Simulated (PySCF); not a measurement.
UHF on Bi²⁺ (bismuth, charge +2)

Configuration: [Xe] 4f14 5d10 6s2 6p1, 2P determinant. Calculation: PySCF 2.14, in cc-pVDZ-PP with ECP60MDF (4s3p2d, 23 functions); scalar relativity through the core potential.

| Quantity | Value |
| --- | --- |
| Total energy | -212.725708 hartree |
| One-electron energy | -358.4046 hartree |
| Hartree (Coulomb) energy | 161.3352 hartree |
| Exchange energy | -15.6563 hartree |
| ⟨S²⟩ | 0.7558 |
| ⟨L²⟩ | 2.016 |
| Sum of ⟨r⟩ | 26.84 bohr |
| Sum of ⟨r²⟩ | 43.25 bohr² |
| Traceless quadrupole moment −½Σ⟨3z² − r²⟩ along its main axis | -3.29 e·bohr² |
| Time after the integrals | 0.05 s of wall time on 1 thread of Neoverse-V2 (shared host) |

| shell | electrons | mean orbital energy (eV) | spread (eV) | rms radius, mean of both spins (bohr) |
| --- | --- | --- | --- | --- |
| 5s α | 1 | -199.58 | 0 | 0.899 |
| 5s β | 1 | -199.39 | 0 | 0.899 |
| 5p α | 3 | -133.61 | 0.237 | 1.02 |
| 5p β | 3 | -133.46 | 0.673 | 1.02 |
| 5d α | 5 | -53.376 | 0.472 | 1.31 |
| 5d β | 5 | -53.180 | 0.802 | 1.31 |
| 6s α | 1 | -35.195 | 0 | 2.25 |
| 6s β | 1 | -33.047 | 0 | 2.25 |
| 6p α | 1 | -23.253 | 0 | 2.84 |

Energies and moments cover only the electrons outside the core potential. Spin-orbit coupling, absent here, splits the open shell strongly.
